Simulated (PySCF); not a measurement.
Simulation results for BH3NO

Computed with PySCF 2.14.0. Calculation on a computer-drawn molecule: vertical ionisation energy to the stated ion spin, frozen-core CCSD(T) at the basis limit and cheaper methods, single-reference cases, UHF for radicals, no spin-orbit; all values are single points at the evaluated structure, the first of each entry, which is the reference or a displaced copy of it and isn't optimised; the reference structure only sets the zero of the energies above reference; triples share is (T) over the correlation energy.

Common to all runs: charge 1; multiplicity 1; ion multiplicity 2; diffuse functions no; basis cc-pVnZ; reference is the Hartree-Fock double-zeta minimum; best is HF at quadruple zeta + MP2 correlation extrapolated from triple and quadruple zeta + CCSD(T) minus MP2 at triple zeta; basis step is the size of the change from the same recipe one zeta lower.

(1) 
```xyz
6
formula=BH3NO ionisation_energy_best=18.82 ionisation_energy_basis_step=0.04473 energy_above_reference_best=0 energy_above_reference_basis_step=0 ionisation_energy_Koopmans_at_triple_zeta=19.45 ionisation_energy_EOM_CCSD_at_triple_zeta=18.73 total_energy_HF_triple_zeta=-155.6263 total_energy_CCSD(T)_triple_zeta=-156.1774 total_energy_best=-156.2555 T1_diagnostic_at_triple_zeta=0.0133 D1_diagnostic_at_triple_zeta=0.03546 ion_T1_diagnostic_at_triple_zeta=0.02314 ion_D1_diagnostic_at_triple_zeta=0.1013 ion_spin_squared_at_triple_zeta=0.7586 triples_share_at_triple_zeta=0.03597 basis_functions_triple_zeta=132
N      0.2221    -0.5950     1.7700
B     -0.8870    -0.5336     1.0461
O     -1.8982    -0.4616     0.3025
H      0.7377    -1.4509     1.8994
H      0.6243     0.2150     2.2142
H     -2.8101    -0.5731     0.5663
```

Units: ionisation_energy_best, ionisation_energy_basis_step, ionisation_energy_Koopmans_at_triple_zeta, ionisation_energy_EOM_CCSD_at_triple_zeta in eV; energy_above_reference_best, energy_above_reference_basis_step in kcal/mol; total_energy_HF_triple_zeta, total_energy_CCSD(T)_triple_zeta, total_energy_best in hartree.

Reference structure:
```xyz
6
BH3NO
N      0.2221    -0.5950     1.7700
B     -0.8870    -0.5336     1.0461
O     -1.8982    -0.4616     0.3025
H      0.7377    -1.4509     1.8994
H      0.6243     0.2150     2.2142
H     -2.8101    -0.5731     0.5663
```

Drawn bonds:
| atom | other atom | order |
| --- | --- | --- |
| 1 | 2 | 1 |
| 2 | 3 | 1 |
| 1 | 4 | 1 |
| 1 | 5 | 1 |
| 3 | 6 | 1 |

Triple zeta:
| method | ionisation energy (eV) | energy above reference (kcal/mol) |
| --- | --- | --- |
| HF | 17.34 | 0 |
| PBE | 18.6 | 0 |
| r2SCAN | 18.52 | 0 |
| B3LYP | 18.72 | 0 |
| wB97X | 18.71 | 0 |
| MP2 | 18.77 | 0 |
| CCSD | 18.61 | 0 |
| CCSD(T) | 18.66 | 0 |

(2) 
```xyz
6
formula=BH3NO ionisation_energy_best=18.82 ionisation_energy_basis_step=0.04666 energy_above_reference_best=69.03 energy_above_reference_basis_step=0.6637 ionisation_energy_Koopmans_at_triple_zeta=19.48 ionisation_energy_EOM_CCSD_at_triple_zeta=18.73 total_energy_HF_triple_zeta=-155.5169 total_energy_CCSD(T)_triple_zeta=-156.0658 total_energy_best=-156.1455 T1_diagnostic_at_triple_zeta=0.01318 D1_diagnostic_at_triple_zeta=0.03492 ion_T1_diagnostic_at_triple_zeta=0.02444 ion_D1_diagnostic_at_triple_zeta=0.1102 ion_spin_squared_at_triple_zeta=0.7608 triples_share_at_triple_zeta=0.03542 basis_functions_triple_zeta=132
N      0.2588    -0.3817     1.7858
B     -0.8444    -0.5387     1.0585
O     -1.9062    -0.3843     0.4420
H      0.6103    -1.4484     1.8948
H      0.5484     0.1754     2.2286
H     -2.7928    -0.5883     0.4414
```

Units: ionisation_energy_best, ionisation_energy_basis_step, ionisation_energy_Koopmans_at_triple_zeta, ionisation_energy_EOM_CCSD_at_triple_zeta in eV; energy_above_reference_best, energy_above_reference_basis_step in kcal/mol; total_energy_HF_triple_zeta, total_energy_CCSD(T)_triple_zeta, total_energy_best in hartree.

Reference structure:
```xyz
6
BH3NO
N      0.2221    -0.5950     1.7700
B     -0.8870    -0.5336     1.0461
O     -1.8982    -0.4616     0.3025
H      0.7377    -1.4509     1.8994
H      0.6243     0.2150     2.2142
H     -2.8101    -0.5731     0.5663
```

Drawn bonds:
| atom | other atom | order |
| --- | --- | --- |
| 1 | 2 | 1 |
| 2 | 3 | 1 |
| 1 | 4 | 1 |
| 1 | 5 | 1 |
| 3 | 6 | 1 |

Triple zeta:
| method | ionisation energy (eV) | energy above reference (kcal/mol) |
| --- | --- | --- |
| HF | 17.38 | 68.61 |
| PBE | 18.57 | 70.7 |
| r2SCAN | 18.51 | 69.34 |
| B3LYP | 18.71 | 69.29 |
| wB97X | 18.72 | 69.55 |
| MP2 | 18.79 | 69.9 |
| CCSD | 18.62 | 69.76 |
| CCSD(T) | 18.66 | 70 |
